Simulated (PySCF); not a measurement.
**Pd²⁷⁺: ionisation energy**

Pd²⁷⁺ [Ar] 3d1 [3d3/2^1, M_J = 3/2] → Pd²⁸⁺ [Ar], as a difference of total energies. Calculation: PySCF 2.14, in an uncontracted even-tempered set (16 s from 4 bohr⁻², ratio 2.8; 12 p from 5.2 bohr⁻², ratio 2.8; 8 d from 5.2 bohr⁻², ratio 2.8; 3 f from 16 bohr⁻², ratio 3); the two-component X2C-1e Hamiltonian. Correlated levels: [Ne] frozen; the 74 highest virtual spinors dropped. "Screened" scales the spin-orbit matrix elements by Boettger's factors to mimic the two-electron term; Breit and QED terms are absent.

| method | ionisation energy (eV) |
| --- | --- |
| GHF (spin-free) | 1433.7 |
| GMP2 (spin-free) | 1433.6 |
| GHF (screened spin-orbit) | 1438.2 |
| GMP2 (screened spin-orbit) | 1438.0 |

Breit and QED terms and the two-electron picture change are absent.

The spin-free rows lack the spin-orbit shift.

For comparison: 1438 ± 4 eV (theoretical estimate listed by NIST; NIST Atomic Spectra Database, ionization energies).
